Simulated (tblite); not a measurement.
A geometry optimisation, step by step.

Compound: C6H10BNO2.
Numbering: `[CH2:1]=[C:2]([CH3:3])[C@@H:4]([CH3:5])[O:6][B:7]([OH:8])[C:9]#[N:10]` (hydrogens: H11, H12 on C1; H13, H14, H15 on C3; H16 on C4; H17, H18, H19 on C5; H20 on O8)

Computed with GFN2-xTB (tblite), gas phase: L-BFGS steps from a force-field or distance-geometry start until the largest atomic force falls under 0.01 eV/Å. 8 of its 156 geometries are shown.

Step 0: E = -820.7632 eV, largest atomic force 4.467 eV/Å
```
atom  x, y, z in Å  |  force x, y, z in eV/Å
C1     -1.709   -0.022    1.428   -0.459   0.565  -0.572
C2     -1.172    0.165    0.213   -0.795  -0.197   2.537
C3     -1.863    1.066   -0.720   -1.104   0.648  -0.537
C4      0.102   -0.537   -0.121   -1.239  -1.615   0.332
C5     -0.194   -1.420   -1.306   -0.470  -1.095  -1.725
O6      1.043    0.421   -0.350    3.194   0.771   2.313
B7      2.203    0.338    0.551    1.106   0.131  -4.326
O8      3.318   -0.480    0.023   -2.109  -0.434   2.503
C9      2.646    1.648    1.219    0.635   2.980   2.034
N10     2.957    2.658    1.739   -0.900  -3.110  -1.659
H11    -1.292   -0.657    2.186    0.052  -0.052   0.010
H12    -2.648    0.492    1.674    0.568  -0.416   0.070
H13    -2.697    1.566   -0.140    0.917  -0.367  -0.924
H14    -2.325    0.464   -1.537    0.265   0.637   0.386
H15    -1.198    1.826   -1.160   -0.269  -0.399   0.195
H16     0.360   -1.230    0.731   -0.036   0.630  -0.340
H17    -1.264   -1.287   -1.587    0.754  -0.436   0.121
H18     0.382   -1.131   -2.212   -0.128  -0.205   0.712
H19    -0.024   -2.500   -1.083   -0.059   0.860  -0.295
H20     3.370   -1.369    0.450    0.077   1.104  -0.835
```

Step 22: E = -822.7047 eV, largest atomic force 0.416 eV/Å
```
atom  x, y, z in Å  |  force x, y, z in eV/Å
C1     -1.764   -0.033    1.527   -0.086  -0.049  -0.052
C2     -1.254    0.110    0.315    0.212   0.111   0.071
C3     -1.826    1.053   -0.700    0.000  -0.110   0.087
C4      0.025   -0.614   -0.057    0.066   0.004  -0.034
C5     -0.122   -1.417   -1.355    0.064  -0.003  -0.089
O6      1.025    0.408   -0.150   -0.205  -0.072   0.265
B7      2.266    0.442    0.384   -0.136  -0.359  -0.160
O8      3.157   -0.572    0.464   -0.169  -0.201  -0.126
C9      2.682    1.791    1.010    0.278   0.112   0.017
N10     2.980    2.743    1.575   -0.052   0.031  -0.064
H11    -1.327   -0.693    2.261   -0.086   0.059  -0.033
H12    -2.658    0.494    1.807   -0.023  -0.009   0.139
H13    -2.623    1.631   -0.239    0.005   0.076  -0.083
H14    -2.241    0.495   -1.537   -0.026   0.060  -0.067
H15    -1.058    1.725   -1.084   -0.037  -0.118   0.107
H16     0.276   -1.300    0.767    0.115   0.098  -0.050
H17    -1.149   -1.391   -1.704    0.000  -0.021  -0.038
H18     0.515   -0.984   -2.117    0.041   0.067  -0.162
H19     0.155   -2.459   -1.225    0.076  -0.028   0.070
H20     2.932   -1.418    0.056   -0.040   0.350   0.202
```

Step 44: E = -822.8726 eV, largest atomic force 0.188 eV/Å
```
atom  x, y, z in Å  |  force x, y, z in eV/Å
C1     -1.889   -0.124    1.552   -0.023  -0.002  -0.025
C2     -1.340    0.053    0.362    0.002  -0.089  -0.047
C3     -1.827    1.022   -0.664   -0.045   0.017   0.018
C4     -0.022   -0.610    0.029    0.159   0.098   0.019
C5      0.059   -1.283   -1.348   -0.055   0.016  -0.046
O6      0.896    0.482    0.107    0.129   0.034   0.113
B7      2.214    0.411    0.357    0.051  -0.074   0.028
O8      2.963   -0.712    0.388   -0.026  -0.031   0.121
C9      2.858    1.773    0.731   -0.096  -0.033   0.017
N10     3.212    2.788    1.127    0.093  -0.047  -0.108
H11    -1.465   -0.800    2.275   -0.053  -0.021   0.015
H12    -2.775    0.406    1.853   -0.073   0.000  -0.004
H13    -2.599    1.662   -0.252   -0.092   0.032   0.022
H14    -2.229    0.503   -1.533    0.001   0.003  -0.016
H15    -0.990    1.639   -0.986   -0.022  -0.002  -0.031
H16     0.217   -1.338    0.819    0.021  -0.008  -0.013
H17    -0.929   -1.458   -1.757   -0.158  -0.030   0.013
H18     0.592   -0.626   -2.029    0.021   0.009  -0.062
H19     0.570   -2.242   -1.309    0.074   0.043   0.058
H20     2.481   -1.535    0.276    0.092   0.084  -0.073
```

Step 66: E = -822.9975 eV, largest atomic force 0.334 eV/Å
```
atom  x, y, z in Å  |  force x, y, z in eV/Å
C1     -2.068   -0.266    1.466    0.044   0.022   0.012
C2     -1.382    0.069    0.386    0.031  -0.040  -0.064
C3     -1.892    1.032   -0.641    0.038  -0.026   0.041
C4     -0.008   -0.516    0.116    0.009   0.007   0.012
C5      0.106   -1.098   -1.303   -0.019   0.026   0.075
O6      0.942    0.530    0.287    0.014   0.080  -0.042
B7      2.263    0.364    0.475    0.049   0.010   0.004
O8      2.952   -0.795    0.556   -0.022  -0.007   0.047
C9      3.090    1.673    0.558   -0.161  -0.265  -0.124
N10     3.707    2.635    0.525    0.158   0.263   0.079
H11    -1.681   -0.956    2.198   -0.049  -0.006  -0.015
H12    -3.042    0.150    1.664    0.040  -0.020   0.016
H13    -2.717    1.619   -0.244    0.036  -0.053  -0.049
H14    -2.238    0.478   -1.516    0.009   0.129   0.008
H15    -1.087    1.700   -0.942   -0.057  -0.012  -0.016
H16     0.192   -1.292    0.871   -0.047  -0.087  -0.082
H17    -0.810   -1.623   -1.561    0.029  -0.064   0.018
H18     0.266   -0.292   -2.017   -0.053  -0.008   0.060
H19     0.945   -1.788   -1.383   -0.026   0.020   0.024
H20     2.457   -1.612    0.500   -0.023   0.032  -0.004
```

Step 89: E = -823.0361 eV, largest atomic force 0.036 eV/Å
```
atom  x, y, z in Å  |  force x, y, z in eV/Å
C1     -2.044   -0.285    1.434    0.007   0.000  -0.004
C2     -1.356    0.076    0.363   -0.021   0.011   0.000
C3     -1.854    1.092   -0.616    0.007   0.011  -0.001
C4      0.010   -0.510    0.068   -0.025   0.006   0.008
C5      0.055   -1.172   -1.312   -0.002   0.006  -0.006
O6      0.961    0.548    0.140   -0.002  -0.008   0.001
B7      2.266    0.388    0.427   -0.007  -0.002   0.007
O8      2.912   -0.775    0.658    0.014  -0.004   0.011
C9      3.109    1.685    0.521   -0.018   0.001   0.005
N10     3.734    2.640    0.615   -0.017  -0.019  -0.026
H11    -1.681   -1.012    2.141    0.018  -0.006  -0.015
H12    -3.011    0.138    1.649    0.012  -0.011  -0.006
H13    -2.716    1.620   -0.217    0.022  -0.003  -0.009
H14    -2.146    0.608   -1.548   -0.010   0.017   0.012
H15    -1.063    1.805   -0.837   -0.003   0.006   0.008
H16     0.238   -1.263    0.839    0.007   0.004   0.004
H17    -0.747   -1.903   -1.388    0.013  -0.010  -0.014
H18    -0.068   -0.420   -2.086    0.004  -0.010   0.007
H19     1.008   -1.672   -1.472   -0.004   0.004   0.013
H20     2.390   -1.577    0.619    0.004   0.006   0.005
```

Step 111: E = -823.0414 eV, largest atomic force 0.046 eV/Å
```
atom  x, y, z in Å  |  force x, y, z in eV/Å
C1     -2.060   -0.330    1.395   -0.023  -0.010   0.038
C2     -1.357    0.077    0.352    0.006  -0.021  -0.017
C3     -1.829    1.147   -0.581    0.012  -0.008   0.008
C4      0.005   -0.515    0.055   -0.004  -0.015  -0.012
C5      0.055   -1.191   -1.318    0.001  -0.008   0.009
O6      0.958    0.539    0.115   -0.010   0.001  -0.015
B7      2.253    0.387    0.444    0.016  -0.002  -0.004
O8      2.889   -0.761    0.759    0.012  -0.009   0.012
C9      3.101    1.683    0.458    0.016   0.008  -0.006
N10     3.735    2.638    0.465   -0.015  -0.002  -0.002
H11    -1.707   -1.096    2.066    0.003  -0.012  -0.001
H12    -3.025    0.088    1.622   -0.024   0.003   0.003
H13    -2.682    1.675   -0.166   -0.008  -0.007   0.023
H14    -2.126    0.713   -1.535    0.007   0.015  -0.013
H15    -1.023    1.855   -0.760    0.024   0.003  -0.023
H16     0.234   -1.268    0.828    0.003   0.030   0.001
H17    -0.670   -2.000   -1.352   -0.019  -0.007  -0.008
H18    -0.173   -0.473   -2.098    0.005   0.033  -0.021
H19     1.048   -1.594   -1.510   -0.003  -0.003   0.028
H20     2.367   -1.564    0.757    0.000   0.010   0.002
```

Step 133: E = -823.0468 eV, largest atomic force 0.018 eV/Å
```
atom  x, y, z in Å  |  force x, y, z in eV/Å
C1     -2.086   -0.396    1.350    0.001   0.000  -0.004
C2     -1.348    0.063    0.353    0.008  -0.005  -0.013
C3     -1.770    1.196   -0.528    0.003  -0.003  -0.007
C4      0.008   -0.537    0.041    0.007  -0.003   0.000
C5      0.026   -1.219   -1.331   -0.001  -0.006   0.009
O6      0.968    0.510    0.063    0.001   0.001  -0.001
B7      2.252    0.400    0.445    0.004   0.014   0.004
O8      2.895   -0.704    0.882    0.000  -0.015  -0.006
C9      3.074    1.711    0.370    0.007   0.016   0.003
N10     3.672    2.686    0.312    0.000  -0.010  -0.003
H11    -1.765   -1.210    1.978   -0.004   0.001  -0.005
H12    -3.051    0.024    1.574   -0.001  -0.004   0.007
H13    -2.587    1.753   -0.077    0.000  -0.008   0.004
H14    -2.102    0.820   -1.495   -0.008  -0.002  -0.003
H15    -0.926    1.862   -0.695    0.000   0.012   0.008
H16     0.247   -1.284    0.816    0.001   0.002   0.000
H17    -0.742   -1.987   -1.371   -0.010   0.005   0.003
H18    -0.157   -0.485   -2.110    0.006  -0.005   0.000
H19     0.998   -1.676   -1.512   -0.004   0.007   0.003
H20     2.389   -1.515    0.931   -0.011   0.004   0.003
```

Step 155: E = -823.0476 eV, largest atomic force 0.009 eV/Å
```
atom  x, y, z in Å  |  force x, y, z in eV/Å
C1     -2.093   -0.420    1.330    0.002  -0.001  -0.002
C2     -1.346    0.064    0.351    0.002   0.000   0.003
C3     -1.770    1.208   -0.514   -0.001  -0.001   0.001
C4      0.014   -0.528    0.043   -0.001  -0.004  -0.005
C5      0.027   -1.221   -1.323   -0.001  -0.004  -0.004
O6      0.973    0.520    0.051   -0.003   0.000   0.006
B7      2.254    0.407    0.442    0.000  -0.005  -0.002
O8      2.881   -0.696    0.902    0.003   0.008  -0.001
C9      3.092    1.707    0.343   -0.003   0.001   0.002
N10     3.705    2.671    0.264    0.004   0.001  -0.002
H11    -1.774   -1.244    1.945    0.000   0.001   0.002
H12    -3.064   -0.011    1.552    0.002  -0.001   0.000
H13    -2.595    1.749   -0.059   -0.001   0.001  -0.003
H14    -2.092    0.845   -1.489    0.002   0.004  -0.004
H15    -0.931    1.885   -0.663   -0.001   0.001   0.004
H16     0.258   -1.268    0.822   -0.005   0.000   0.001
H17    -0.748   -1.982   -1.359   -0.005  -0.001   0.003
H18    -0.149   -0.491   -2.108    0.002   0.002   0.000
H19     0.995   -1.687   -1.501    0.003  -0.001   0.001
H20     2.360   -1.497    0.969    0.000  -0.001  -0.002
```

**Question.** Summarise the path.

**Answer.** The energy falls by 52.68 kcal/mol from step 0 to step 155; nine tenths of that is first reached at step 37. It falls at every step. The largest force goes from 4.467 to 0.009 eV/Å. Among the bonds B7–O8 changes most, from 1.480 to 1.350 Å; the atoms move by 0.769 Å rms after alignment.

The cost below is that of the whole relaxation. On Arm Neoverse N1, one thread, shared host with 64 logical CPUs at a one-minute load of 60, this took 2.1 s of wall time.
